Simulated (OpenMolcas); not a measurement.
## Zr2+: effect of the active space

* Program: OpenMolcas 26.06
* Method: SS-CASPT2 or its RAS form, IPEA 0.25 Eh, imaginary shift 0.1 Eh
* Basis: ANO-RCC-VTZP
* Scalar Hamiltonian: DKH2, point nucleus
* Spin-orbit coupling: state interaction with AMFI integrals over the reference wave functions, term energies averaged over their components

A. 2 electrons in 5 orbitals (4d); 2S+1 = 3 even, 10 roots; 2S+1 = 1 even, 15 roots; closed shells correlated: 4s 4p; CASPT2 step about 6 core-seconds
B. 2 electrons in 6 orbitals (4d 5s); 2S+1 = 3 even, 15 roots; 2S+1 = 1 even, 21 roots; closed shells correlated: 4s 4p; CASPT2 step of the order of 11 core-seconds
C. 8 electrons in 8 orbitals (RAS1 4p, at most 2 holes; RAS2 4d); 2S+1 = 3 even, 10 roots; 2S+1 = 1 even, 15 roots; closed shells correlated: 4s; CASPT2 step of the order of 19 core-seconds
D. 2 electrons in 9 orbitals (RAS2 4d 5s; RAS3 5p, at most 2 electrons); 2S+1 = 3 even, 15 roots; 2S+1 = 1 even, 21 roots kept (CI in the orbitals of an earlier block); 2S+1 = 3 odd, 18 roots; 2S+1 = 1 odd, 18 roots kept (CI in the orbitals of an earlier block); closed shells correlated: 4s 4p; CASPT2 step roughly 80 core-seconds
E. 2 electrons in 10 orbitals (4d 5d); 2S+1 = 3 even, 10 roots; 2S+1 = 1 even, 15 roots; closed shells correlated: 4s 4p; CASPT2 step roughly 2.2 core-minutes

Energies in cm⁻¹ above 4d² ³F₂, the measured ground level; measured values from Moore, Atomic Energy Levels, vol. II, NSRDS-NBS 35 (1971 reprint of NBS Circular 467, 1952); NIST levels as listed in Rynkun, Gaigalas and Jonsson, Astron. Astrophys. 637, A10 (2020).

| Level | A | B | C | D | E | Measured |
| --- | --- | --- | --- | --- | --- | --- |
| 4d² ³F₂ | 0.0 | 0.0 | 0.0 | 0.0 | 0.0 | 0.0 |
| 4d² ³F₃ | 697 | 699 | 767 | 703 | 695 | 681 |
| 4d² ³F₄ | 1511 | 1523 | 1666 | 1526 | 1515 | 1486 |
| 4d² ¹D₂ | 5470 | 5620 | 6430 | 5400 | 6000 | 5742 |
| 4d² ³P₀ | 8550 | 8630 | 8250 | 8470 | 8510 | 8062 |
| 4d² ³P₁ | 8820 | 8900 | 8560 | 8750 | 8780 | 8326 |
| 4d² ³P₂ | 9330 | 9410 | 9180 | 9260 | 9300 | 8838 |
| 4d² ¹G₄ | 11670 | 11670 | 11340 | 11490 | 11800 | 11049 |
| 4d² ¹S₀ | 24070 | 24050 | 23380 | 23520 | 24240 | 23979 |

Deviations, from unrounded energies. A percentage is the sum of absolute deviations over the sum of measured energies, with the sign that they share, or ± where signs differ.

```
                        Against measurement  Levels     A     B      C     D     E
             mean absolute deviation (cm-1)       8   310   320    330   320   330
      fine structure of the ground term (%)       2  +1.8  +2.6  +12.3  +2.8  +2.0
other terms of the ground configuration (%)       6  ±3.7  ±3.8   ±3.5  ±3.8  +4.0
```

A, B, C, D lie about equally close to measurement and E furthest from it. The largest miss of A in the table is 4d² ¹G₄, by +620 cm-1. The ranking rests on the paired levels alone, and a cruder setting can come out closer through cancelling errors.

The two smallest mean deviations differ by little beside CASPT2's spread within terms, so their order carries little weight.

Among A to E the level of the table that moves most is 4d² ¹D₂, by 1000 cm-1 (lowest in D, highest in C). Moves below CASPT2's spread within the term are not significant.

CASPT2 breaks the degeneracy within a term, and the mean is taken; among the terms shown or strongly mixed into the levels shown the widest spread is 640 cm-1 (4d² ¹G, D). Levels of configurations with an s electron are missing; early in the row they begin among the upper levels of the d shell and mix with terms of their name (holds for A). Active for correlation alone: 4p; no level in the range computed is led by a configuration that opens it, so any true level of that kind is missing (holds for C). Terms from blocks run as CI alone lack orbitals of their own (holds for D). Active for correlation alone: 5d; no level in the range computed is led by a configuration that fills it, so any true level of that kind is missing (holds for E). Computed and measured levels are paired by configuration, term and J; levels that our copy of the source lacks, or whose pairing is in doubt (as where it misses far off the trend of its configuration), stay unpaired and out of the deviations. Levels of configurations outside the active space are missing. Levels that lie high or do not pair safely by name in every column are left out.
